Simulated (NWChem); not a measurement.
Isomers of C5H3NS, each optimised at PBE0/def2-SVP with NWChem, gas phase unless a solvent is named.  Relative energies count from the lowest isomer at each level and are electronic, without zero-point energy, on those geometries.

A: C#Cc1cscn1
B: c1c(C#C)scn1
C: c1(ccsc1)C#N
D: C#Cc1nccs1

Task: Which isomer is lowest, and do the levels agree? Levels: PBE0/def2-SVP; PBE/def2-TZVP; B3LYP/def2-TZVP; Hartree-Fock/def2-TZVP; PBE0/def2-TZVP; TPSSh/def2-TZVP.

Result: All put C lowest.
| quantity | A | B | C | D |
|---|---|---|---|---|
| relative energy, PBE0/def2-SVP (kcal/mol) | 34.5 | 33.0 | 0.0 | 34.2 |
| relative energy, PBE/def2-TZVP (kcal/mol) | 33.2 | 31.9 | 0.0 | 32.8 |
| relative energy, B3LYP/def2-TZVP (kcal/mol) | 34.4 | 33.4 | 0.0 | 34.4 |
| relative energy, Hartree-Fock/def2-TZVP (kcal/mol) | 38.2 | 38.0 | 0.0 | 39.8 |
| relative energy, PBE0/def2-TZVP (kcal/mol) | 34.7 | 33.7 | 0.0 | 34.8 |
| relative energy, TPSSh/def2-TZVP (kcal/mol) | 34.5 | 33.3 | 0.0 | 34.4 |
